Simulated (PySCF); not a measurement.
Correlation energy of Zr²⁺ (zirconium, charge +2)

[Kr] 4d2, high-spin 3F determinant. Calculation: PySCF 2.14, in x2c-TZVPPall; scalar relativity by spin-free X2C-1e. Frozen: [Ar] 3d10; 10 electrons correlated.

| level | correlation energy (mhartree) |
| --- | --- |
| CCSD | -218.60 |
| (T) | -4.15 |
| CCSD(T) | -222.75 |

Diagnostics: T1 = 0.0044, D1 = 0.0090, largest double amplitude 0.021.

Task: Is a single reference adequate?

Result: Yes, within this model without spin-orbit coupling: T1 lies below 0.03 and no double amplitude reaches 0.07.

This basis was not built for core-valence correlation, so the inner-shell part is incomplete.
